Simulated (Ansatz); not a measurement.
A short molecular-dynamics run on `[Ag][S]c1ccc(C#Cc2ccc(C#Cc3ccccc3)cc2)cc1`.

```yaml
crystal:
  periodic: [false, false, false]
  atoms:
    - {symbol: Ag, position_ang: [10.359045, 0.359140, -2.421154]}
    - {symbol: S, position_ang: [9.802270, -0.373393, -0.261231]}
    - {symbol: C, position_ang: [8.024875, -0.281141, -0.284270]}
    - {symbol: C, position_ang: [7.252969, -1.431934, -0.570524]}
    - {symbol: C, position_ang: [5.859824, -1.391281, -0.507104]}
    - {symbol: C, position_ang: [5.183399, -0.191980, -0.153845]}
    - {symbol: C, position_ang: [3.765682, -0.145389, -0.094656]}
    - {symbol: C, position_ang: [2.533098, -0.104991, -0.042270]}
    - {symbol: C, position_ang: [1.116303, -0.059084, 0.020116]}
    - {symbol: C, position_ang: [0.440043, 1.139976, 0.375430]}
    - {symbol: C, position_ang: [-0.950343, 1.185288, 0.435028]}
    - {symbol: C, position_ang: [-1.730926, 0.033836, 0.142671]}
    - {symbol: C, position_ang: [-3.148907, 0.081062, 0.200127]}
    - {symbol: C, position_ang: [-4.380896, 0.122867, 0.246639]}
    - {symbol: C, position_ang: [-5.802229, 0.173804, 0.289243]}
    - {symbol: C, position_ang: [-6.577268, -0.979639, -0.003237]}
    - {symbol: C, position_ang: [-7.974426, -0.922799, 0.037062]}
    - {symbol: C, position_ang: [-8.628175, 0.276802, 0.367730]}
    - {symbol: C, position_ang: [-7.872413, 1.424605, 0.659972]}
    - {symbol: C, position_ang: [-6.474415, 1.379507, 0.622912]}
    - {symbol: C, position_ang: [-1.054900, -1.165489, -0.211189]}
    - {symbol: C, position_ang: [0.335480, -1.211015, -0.270974]}
    - {symbol: C, position_ang: [5.963256, 0.959681, 0.140456]}
    - {symbol: C, position_ang: [7.355761, 0.912351, 0.078393]}
    - {symbol: H, position_ang: [7.769564, -2.364286, -0.842939]}
    - {symbol: H, position_ang: [5.268244, -2.290985, -0.731354]}
    - {symbol: H, position_ang: [1.032238, 2.037885, 0.603932]}
    - {symbol: H, position_ang: [-1.461200, 2.119360, 0.710110]}
    - {symbol: H, position_ang: [-6.061779, -1.916331, -0.261609]}
    - {symbol: H, position_ang: [-8.562111, -1.824838, -0.192289]}
    - {symbol: H, position_ang: [-9.727767, 0.316468, 0.397670]}
    - {symbol: H, position_ang: [-8.378555, 2.367158, 0.919967]}
    - {symbol: H, position_ang: [-5.879610, 2.275916, 0.850963]}
    - {symbol: H, position_ang: [-1.647120, -2.063339, -0.439844]}
    - {symbol: H, position_ang: [0.846156, -2.145097, -0.546349]}
    - {symbol: H, position_ang: [5.451530, 1.891985, 0.422032]}
    - {symbol: H, position_ang: [7.953270, 1.805298, 0.314394]}
basis:
  gaussian: {orbitals: def2-SVP, fitting: {mean_field: def2-universal-jkfit}}
magnetization: {spin_polarized: true, initial_magnetization: 0}
hamiltonian: {xc: {name: BLYP}, dispersion: d3bj}
md: {timestep: 1 fs, n_steps: 15, ensemble: nvt_langevin, temperature: 700, initial_velocities: maxwell_boltzmann, friction: 0.01, seed: 754}
scf: {omitted_lower_state_checks: [starts]}
```

```sh
$ ansatz run in.yaml --threads 2 --pin off --events-out ev --progress --plain --max-ram 32768MiB --backend cuda --devices 0, --max-vram 18GiB
```

| step | time (fs) | potential energy (eV) | kinetic (eV) | T (K) |
| --- | --- | --- | --- | --- |
| 0 | 0.0 | -37829.9856 | 3.2574 | 681 |
| 1 | 1.0 | -37829.7823 | 3.0048 | 628 |
| 2 | 2.0 | -37829.3479 | 2.6674 | 558 |
| 3 | 3.0 | -37828.9171 | 2.3572 | 493 |
| 4 | 4.0 | -37828.5916 | 1.9871 | 415 |
| 5 | 5.0 | -37828.3330 | 1.9349 | 405 |
| 6 | 6.0 | -37828.0679 | 1.5551 | 325 |
| 7 | 7.0 | -37827.8398 | 1.2877 | 269 |
| 8 | 8.0 | -37827.7972 | 1.2884 | 269 |
| 9 | 9.0 | -37827.9829 | 1.4197 | 297 |
| 10 | 10.0 | -37828.2115 | 1.5021 | 314 |
| 11 | 11.0 | -37828.3337 | 1.7010 | 356 |
| 12 | 12.0 | -37828.3535 | 1.7565 | 367 |
| 13 | 13.0 | -37828.3629 | 1.9363 | 405 |
| 14 | 14.0 | -37828.3931 | 1.9679 | 411 |
| 15 | 15.0 | -37828.4004 | 1.9451 | 407 |

Velocities are drawn at the set temperature; a run this short doesn't reach equilibrium. Under Langevin dynamics the printed temperature counts 3N degrees of freedom, so it starts below the set value.

In the def2 sets Ag takes a core potential; there is no spin–orbit coupling.

Frames (Å, forces in eV/Å):

```xyz
37
time=0.0 fs
Ag   10.359    0.359   -2.421    0.085    0.089   -0.264
S     9.802   -0.373   -0.261    0.169   -0.088    0.232
C     8.025   -0.281   -0.284   -0.021   -0.007    0.054
C     7.253   -1.432   -0.571    0.054   -0.200   -0.063
C     5.860   -1.391   -0.507   -0.084   -0.170   -0.050
C     5.183   -0.192   -0.154   -0.073   -0.008   -0.001
C     3.766   -0.145   -0.095   -0.258    0.006    0.014
C     2.533   -0.105   -0.042    0.278   -0.010   -0.008
C     1.116   -0.059    0.020    0.053   -0.003   -0.002
C     0.440    1.140    0.375    0.086    0.182    0.045
C    -0.950    1.185    0.435   -0.070    0.185    0.053
C    -1.731    0.034    0.143   -0.056    0.001    0.004
C    -3.149    0.081    0.200   -0.290    0.009    0.014
C    -4.381    0.123    0.247    0.288   -0.005   -0.025
C    -5.802    0.174    0.289    0.048    0.002    0.008
C    -6.577   -0.980   -0.003    0.078   -0.176   -0.047
C    -7.974   -0.923    0.037   -0.108   -0.164   -0.042
C    -8.628    0.277    0.368   -0.206   -0.008    0.002
C    -7.872    1.425    0.660   -0.071    0.190    0.052
C    -6.474    1.380    0.623    0.085    0.163    0.043
C    -1.055   -1.165   -0.211   -0.086   -0.180   -0.047
C     0.335   -1.211   -0.271    0.070   -0.186   -0.056
C     5.963    0.960    0.140   -0.066    0.192    0.050
C     7.356    0.912    0.078    0.086    0.186    0.046
H     7.770   -2.364   -0.843   -0.026    0.044    0.007
H     5.268   -2.291   -0.731    0.022    0.032    0.008
H     1.032    2.038    0.604   -0.018   -0.034   -0.009
H    -1.461    2.119    0.710    0.015   -0.035   -0.009
H    -6.062   -1.916   -0.262   -0.026    0.039    0.010
H    -8.562   -1.825   -0.192    0.014    0.026    0.007
H    -9.728    0.316    0.398    0.038   -0.001    0.000
H    -8.379    2.367    0.920    0.011   -0.036   -0.010
H    -5.880    2.276    0.851   -0.021   -0.032   -0.009
H    -1.647   -2.063   -0.440    0.018    0.033    0.010
H     0.846   -2.145   -0.546   -0.015    0.035    0.010
H     5.452    1.892    0.422    0.026   -0.039   -0.013
H     7.953    1.805    0.314   -0.030   -0.032   -0.015
37
time=3.0 fs
Ag   10.355    0.348   -2.419    0.099    0.084   -0.266
S     9.802   -0.372   -0.254    0.406   -0.126    0.161
C     8.038   -0.255   -0.286   -0.217   -0.622    0.201
C     7.235   -1.405   -0.550    0.020   -0.318   -0.361
C     5.835   -1.380   -0.515    1.160   -0.826   -0.508
C     5.204   -0.191   -0.174   -2.451   -0.071    0.482
C     3.757   -0.152   -0.089   -1.056    0.169   -0.156
C     2.505   -0.127   -0.049    3.513   -0.356   -0.104
C     1.123   -0.084    0.015   -0.753    1.067    0.322
C     0.507    1.130    0.369   -3.948   -0.528   -0.115
C    -0.973    1.199    0.436    2.447    0.424   -0.030
C    -1.732    0.041    0.151    0.465    0.529   -0.447
C    -3.139    0.087    0.179    0.529   -0.123    0.177
C    -4.353    0.139    0.268   -1.480    0.160   -0.042
C    -5.788    0.196    0.304    1.089   -1.642   -0.835
C    -6.551   -0.948   -0.032   -1.044   -2.250    0.238
C    -7.970   -0.942    0.029   -0.384    1.388   -0.386
C    -8.646    0.300    0.334    0.568   -1.126    0.330
C    -7.883    1.426    0.683   -1.017   -0.179   -0.245
C    -6.477    1.337    0.598   -1.813    2.308    0.947
C    -1.028   -1.136   -0.244   -2.832   -0.805    0.634
C     0.304   -1.198   -0.255    2.356   -0.444   -0.100
C     5.970    0.922    0.149    1.096    1.197   -0.114
C     7.374    0.923    0.085    0.516    2.340    0.447
H     7.704   -2.347   -0.853    0.314   -0.010    0.041
H     5.265   -2.266   -0.826   -0.034    0.020    0.198
H     1.070    2.005    0.575    0.814    1.105    0.268
H    -1.476    2.171    0.676    0.322   -0.646   -0.051
H    -6.081   -1.961   -0.222   -0.055    1.089    0.016
H    -8.610   -1.815   -0.241    0.612    0.200    0.184
H    -9.742    0.361    0.408   -0.006   -0.197   -0.139
H    -8.499    2.326    1.011    1.218   -0.544   -0.383
H    -5.987    2.258    0.822    1.048    0.846    0.274
H    -1.589   -2.081   -0.382   -0.082    0.359   -0.170
H     0.820   -2.131   -0.417    0.202   -0.668   -0.351
H     5.475    1.859    0.354   -0.419    0.534    0.337
H     7.972    1.948    0.308   -1.204   -2.338   -0.453
37
time=6.0 fs
Ag   10.351    0.337   -2.418    0.117    0.076   -0.269
S     9.799   -0.372   -0.248    0.784   -0.188    0.101
C     8.055   -0.235   -0.285   -0.968   -0.789    0.400
C     7.217   -1.381   -0.531    0.564   -0.702   -0.720
C     5.819   -1.376   -0.526    1.625   -0.441   -0.606
C     5.209   -0.188   -0.189   -3.245   -0.214    0.830
C     3.746   -0.160   -0.080    0.053    0.295   -0.397
C     2.502   -0.154   -0.060    3.116   -0.414    0.028
C     1.124   -0.103    0.016   -0.281    1.433    0.382
C     0.544    1.115    0.356   -3.631    2.203    0.446
C    -0.979    1.221    0.431    3.834   -1.223   -0.485
C    -1.725    0.047    0.154    0.462    1.047   -0.778
C    -3.130    0.092    0.164    0.807   -0.121    0.298
C    -4.337    0.165    0.291   -1.798    0.121   -0.090
C    -5.768    0.208    0.318    0.930   -2.297   -1.325
C    -6.536   -0.929   -0.057   -1.916   -1.727    0.862
C    -7.966   -0.954    0.019   -0.047    2.802   -0.602
C    -8.658    0.315    0.301    1.613   -1.740    0.620
C    -7.896    1.423    0.695   -0.648   -1.344   -0.804
C    -6.489    1.316    0.578   -1.500    4.997    1.943
C    -1.019   -1.115   -0.272   -3.539   -0.484    1.163
C     0.289   -1.188   -0.232    4.016   -2.316   -0.260
C     5.989    0.892    0.160    0.683    3.053   -0.035
C     7.400    0.952    0.090   -1.536   -0.868   -0.260
H     7.661   -2.333   -0.861    0.446    0.153    0.134
H     5.251   -2.215   -0.919   -0.167   -0.443    0.216
H     1.185    2.031    0.547   -0.683   -0.872   -0.156
H    -1.473    2.162    0.615   -0.190    0.555    0.326
H    -6.109   -1.930   -0.188    0.597    0.126   -0.304
H    -8.600   -1.796   -0.292    0.378   -0.309    0.135
H    -9.725    0.404    0.421   -0.868   -0.360   -0.212
H    -8.523    2.257    1.076    0.998    0.328   -0.237
H    -6.030    2.299    0.825    0.598   -0.538   -0.054
H    -1.533   -2.067   -0.335   -0.723   -0.283   -0.403
H     0.816   -2.174   -0.297   -0.424    0.428   -0.400
H     5.468    1.859    0.312    0.055   -0.296    0.342
H     7.893    1.898    0.263    0.489    0.354    0.170
37
time=9.0 fs
Ag   10.349    0.326   -2.416    0.124    0.075   -0.279
S     9.800   -0.373   -0.243    0.818   -0.237    0.095
C     8.060   -0.222   -0.277   -1.000   -0.841    0.400
C     7.204   -1.364   -0.520    1.294   -1.048   -0.934
C     5.815   -1.377   -0.538    0.704   -0.234   -0.731
C     5.195   -0.184   -0.190   -2.240   -0.354    0.930
C     3.733   -0.171   -0.072    2.931    0.464   -0.506
C     2.519   -0.183   -0.066   -0.522   -0.150    0.284
C     1.119   -0.108    0.020    1.108    1.288    0.325
C     0.549    1.112    0.346   -3.505    2.365    0.422
C    -0.961    1.242    0.426    3.622   -1.282   -0.517
C    -1.707    0.061    0.154   -0.203    1.172   -0.924
C    -3.119    0.099    0.155   -0.299    0.139    0.577
C    -4.335    0.194    0.315    0.129   -0.154   -0.368
C    -5.746    0.210    0.324   -1.059   -1.170   -1.302
C    -6.535   -0.925   -0.081   -1.561    0.030    1.419
C    -7.959   -0.942    0.005    0.082    2.507   -0.905
C    -8.662    0.313    0.274    0.683   -1.603    1.023
C    -7.909    1.409    0.706    0.390   -1.691   -1.338
C    -6.505    1.337    0.568   -0.268    3.753    2.048
C    -1.034   -1.100   -0.286   -0.861   -0.607    1.396
C     0.309   -1.192   -0.205    1.124   -2.351   -0.389
C     6.020    0.882    0.163   -0.710    3.125   -0.209
C     7.419    0.974    0.085   -2.252   -2.730   -0.524
H     7.671   -2.309   -0.859    0.304    0.281    0.200
H     5.227   -2.196   -0.991    0.248   -0.132    0.502
H     1.219    1.996    0.518   -0.631   -0.497   -0.079
H    -1.470    2.186    0.586   -0.019    0.371    0.326
H    -6.100   -1.888   -0.193    0.979   -1.075   -0.504
H    -8.540   -1.803   -0.334    0.038   -0.373    0.137
H    -9.747    0.409    0.425   -0.142   -0.502   -0.371
H    -8.470    2.232    1.108    0.086    1.115    0.129
H    -6.036    2.323    0.858    0.283   -0.910   -0.245
H    -1.523   -2.056   -0.328   -1.007   -0.504   -0.439
H     0.799   -2.185   -0.216   -0.149    0.160   -0.515
H     5.483    1.850    0.285    0.148   -0.305    0.446
H     7.867    1.900    0.229    1.335    1.904    0.424
37
time=12.0 fs
Ag   10.345    0.318   -2.418    0.121    0.076   -0.286
S     9.802   -0.374   -0.242    0.640   -0.273    0.110
C     8.055   -0.218   -0.268   -0.517   -1.019    0.230
C     7.194   -1.355   -0.514    1.564   -0.829   -0.902
C     5.809   -1.381   -0.550   -0.013    0.430   -0.495
C     5.164   -0.182   -0.180    0.413   -0.388    0.773
C     3.737   -0.175   -0.069    3.031    0.586   -0.379
C     2.532   -0.209   -0.061   -2.192    0.251    0.427
C     1.117   -0.105    0.027    1.534    0.583    0.249
C     0.526    1.122    0.339   -2.521    0.964    0.070
C    -0.916    1.256    0.420    1.378   -0.228   -0.261
C    -1.692    0.083    0.144   -0.574    0.786   -0.895
C    -3.111    0.104    0.147   -1.067    0.565    0.840
C    -4.335    0.219    0.338    1.132   -0.531   -0.696
C    -5.743    0.196    0.321   -2.070    0.668   -0.941
C    -6.546   -0.927   -0.094    0.599   -0.963    1.244
C    -7.953   -0.915   -0.017   -0.379    0.249   -1.432
C    -8.660    0.296    0.254   -0.873   -0.954    1.299
C    -7.921    1.381    0.704    0.378    1.220   -0.410
C    -6.522    1.379    0.567    0.584    0.029    1.282
C    -1.058   -1.092   -0.287    1.248   -1.613    1.357
C     0.339   -1.212   -0.179   -2.090   -0.622   -0.557
C     6.048    0.890    0.176   -2.385    1.611   -0.534
C     7.428    0.979    0.077   -0.286    1.408    0.339
H     7.696   -2.273   -0.850    0.240   -0.029    0.106
H     5.226   -2.199   -1.020    0.327   -0.058    0.553
H     1.212    1.939    0.493    0.115    0.808    0.175
H    -1.475    2.214    0.601    0.710   -0.607    0.095
H    -6.049   -1.918   -0.232   -0.132    0.545   -0.233
H    -8.484   -1.831   -0.376    0.119    0.463    0.411
H    -9.773    0.376    0.410    0.707   -0.514   -0.487
H    -8.412    2.301    1.133    0.266   -0.625   -0.565
H    -6.013    2.296    0.869    0.368    0.172    0.023
H    -1.573   -2.065   -0.368   -0.487    0.416   -0.291
H     0.785   -2.181   -0.193    0.536   -1.024   -0.497
H     5.485    1.818    0.304    0.021    0.442    0.552
H     7.915    2.028    0.252   -0.443   -1.995   -0.272
37
time=15.0 fs
Ag   10.342    0.311   -2.419    0.123    0.080   -0.307
S     9.808   -0.375   -0.240    0.374   -0.291    0.138
C     8.049   -0.221   -0.263   -0.159   -0.569    0.244
C     7.193   -1.348   -0.513    1.340   -0.900   -0.964
C     5.804   -1.385   -0.566    0.271    1.545    0.190
C     5.131   -0.180   -0.161    3.856   -0.506    0.291
C     3.765   -0.178   -0.071   -1.957    0.570   -0.024
C     2.529   -0.230   -0.051    0.374    0.693    0.380
C     1.117   -0.099    0.034    1.008   -0.396    0.169
C     0.485    1.139    0.330    1.818    0.283   -0.151
C    -0.858    1.267    0.415   -2.576    0.048   -0.054
C    -1.680    0.114    0.131   -0.702   -0.132   -0.853
C    -3.110    0.112    0.142   -0.077    0.914    0.835
C    -4.326    0.237    0.353   -0.204   -0.783   -0.808
C    -5.755    0.178    0.311   -1.472    2.063   -0.504
C    -6.552   -0.939   -0.109    1.633   -0.472    1.018
C    -7.950   -0.885   -0.054    0.490   -0.977   -1.413
C    -8.657    0.275    0.235   -0.813   -0.204    1.335
C    -7.931    1.362    0.696    1.044    2.669   -0.154
C    -6.531    1.424    0.571    0.963   -2.442    0.725
C    -1.080   -1.093   -0.279    1.922   -1.322    1.251
C     0.354   -1.241   -0.154   -2.598   -0.723   -0.705
C     6.061    0.909    0.193   -2.977    0.869   -0.657
C     7.443    0.995    0.076   -0.911    0.406    0.333
H     7.738   -2.242   -0.846    0.022   -0.162    0.075
H     5.243   -2.197   -1.024   -0.046   -0.518    0.235
H     1.184    1.957    0.478   -0.012    0.599    0.135
H    -1.411    2.215    0.632    0.617   -0.435    0.026
H    -6.009   -1.913   -0.304   -0.614    0.805   -0.016
H    -8.417   -1.807   -0.410   -0.612   -0.117    0.125
H    -9.749    0.294    0.376   -0.010   -0.204   -0.353
H    -8.361    2.330    1.097   -0.251   -0.973   -0.500
H    -5.963    2.297    0.887    0.050    0.359    0.049
H    -1.670   -2.025   -0.430    0.023    0.600   -0.091
H     0.797   -2.252   -0.203    0.063    0.292   -0.316
H     5.473    1.818    0.349    0.171    0.516    0.503
H     7.940    1.997    0.258   -0.170   -1.185   -0.185
```

Run time 62 s (2 threads of AMD EPYC 7R13 on a shared host and a share (18 GiB) of an NVIDIA H100 80GB HBM3), peak host memory 1 GiB.
